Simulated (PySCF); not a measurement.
CH3FGe, SMILES [Ge]([F])[CH3] (connectivity only; charge and spin as stated), neutral, multiplicity 1. Geometry: B3LYP-D3(BJ)/def2-TZVP.

TDA-ωB97X/def2-SVPD run with PySCF 2.14.0 puts the lowest singlet excitations at 3.25, 6.08, 7.01, 7.17, 7.45, 7.56 eV.

Problem. What are the lowest excitation roots from PySCF with ADC(2)/aug-cc-pVDZ? (An estimate is asked for; the answer gives what the named calculation found.)

Solution. 3.17, 5.78, 6.21, 6.57, 6.66, 7.02 eV. S1 differs by -0.08 eV (second minus first; roots are paired by order, and the bases may differ).
